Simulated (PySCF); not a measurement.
Compound: C5H12OSi.
SMILES: `O[SiH2]C1CCCC1`

Theory: TDDFT PBE0/def2-SVPD, vertical, gas phase, core orbitals frozen in the response in PySCF 2.14.0, density-fitted response routines. Isolated species at its PBE0-D3(BJ)/def2-SVP geometry (one conformer only).

Q: List the vertical singlet excitations with oscillator strengths and describe the spectrum.

A: 

```csv
state,λ (nm),E (eV),f,"main configurations (H = HOMO, L = LUMO)"
S1,186.6,6.65,0.0042,H→L (96%)
S2,169.5,7.31,0.012,H→L+1 (94%)
S3,162.6,7.62,0.0022,H-1→L (90%)
S4,155.1,8.00,0.023,H→L+2 (88%)
S5,154.4,8.03,0.012,H→L+3 (75%)
S6,152.1,8.15,0.055,"H-2→L (40%), H-3→L (26%), H→L+3 (12%)"
S7,149.7,8.28,0.062,"H→L+4 (35%), H→L+5 (21%), H-1→L+1 (14%)"
S8,147.8,8.39,0.043,"H-1→L+1 (60%), H→L+4 (12%), H→L+5 (10%)"
S9,147.3,8.42,0.016,"H-3→L (22%), H-2→L (22%), H-1→L+1 (13%)"
S10,146.5,8.47,0.0044,"H→L+5 (54%), H→L+4 (27%)"
```

Triplets (Tamm–Dancoff): T1 6.42 eV, H→L (92%); T2 7.09 eV, H→L+1 (85%); T3 7.27 eV, H-1→L (80%); T4 7.75 eV, H→L+2 (54%), H→L+4 (11%), H→L+5 (9%).

The lowest singlet lies at 6.65 eV (187 nm, vacuum ultraviolet) and is very weak; its leading configuration is HOMO→LUMO (96%). The most intense listed level is S7 at 8.28 eV (150 nm, f = 0.062), 1.63 eV above S1. Löwdin shares by element: HOMO carbon 34% or more, silicon 18%, oxygen 15% (atoms not listed hold the other 32%); LUMO oxygen 26%, silicon 26%, hydrogen 23% or more (atoms not listed hold the other 24%). The oscillator strengths of these states sum to 0.234; summed over the whole spectrum of an exact calculation they would give the number of electrons, 64 (Thomas–Reiche–Kuhn). Of the 10 states listed, 7 reach f = 0.01 and none stays under 0.0005. The listed states span 1.82 eV, and the widest gap between neighbours is 0.67 eV (S1 to S2). All these states lie below the vertical ionisation energy of 9.61 eV (ΔSCF). The window holds the lowest 10 singlets.

Without π bonds the low states are Rydberg-like; a valence basis with one diffuse set may place them up to an eV too high.
